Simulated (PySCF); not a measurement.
The multiplicity is imposed and other spin states were not computed.

Cartesian coordinates (Å):
```xyz
6

Cd    -0.0499     0.1656     0.1124
C      0.5190    -0.8823     1.8395
H      1.2124    -0.2708     2.4350
H      1.0172    -1.8210     1.5568
H     -0.3697    -1.1133     2.4445
Br    -0.7072     1.3754    -1.8893
```
Charge 0, spin multiplicity 1.

**Question.** Give the LUMO, HOMO, charge on the central atom (Mulliken), dipole moment and total energy at the level TPSSh-D3(BJ)/def2-TZVP // r2SCAN-D4/def2-SVP run with PySCF.

**Answer.** 
```json
{
 "LUMO": "-1.27 eV",
 "HOMO": "-7.22 eV",
 "charge on the central atom (Mulliken)": "0.64 e",
 "dipole_moment": "3.03 D",
 "total_energy": "-2781.7577 Ha"
}
```
